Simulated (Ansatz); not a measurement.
Reaction (SMILES): [SeH2] (H2Se) → [SeH2] (H2Se) as doublet, charge +1 + e-

Wanted: adiabatic ionisation energy (0 K, with zero-point energies), in eV. Terms: UHF or UKS for open shells; spin-orbit terms left out; non-relativistic; dispersion terms only where a functional's name holds one. First-principles rows: single points at B3LYP-D3(BJ) geometries (Ansatz, a first-principles code), with unscaled harmonic terms from B3LYP/6-31G* (LANL2DZ past Ar) at its own minima. The spin state of an ion or metal species was assumed, not searched.

```json
[
 {"species": "[SeH2] (H2Se)", "coefficient": "-1", "E at HF/3-21G (Ansatz), Eh": "-2389.62156", "E at B3LYP/def2-TZVPD (Ansatz), Eh": "-2402.79018", "zero-point energy, kcal/mol": "8.08"},
 {"species": "[SeH2] (H2Se) as doublet, charge +1", "coefficient": "+1", "E at HF/3-21G (Ansatz), Eh": "-2389.29495", "E at B3LYP/def2-TZVPD (Ansatz), Eh": "-2402.42762", "zero-point energy, kcal/mol": "7.95"}
]
```

 1 Eh = 27.2114 eV and 1 eV = 23.0605 kcal/mol.

Task: Work the quantity out at each level.

Result: 
- HF/3-21G: the sum of coefficient times E is 0.32661 Eh, or 8.888 eV; the thermal terms add -0.006. Result: 8.88 eV.
- B3LYP/def2-TZVPD: the sum of coefficient times E is 0.36256 Eh, or 9.866 eV; the thermal terms add -0.006. Result: 9.86 eV.
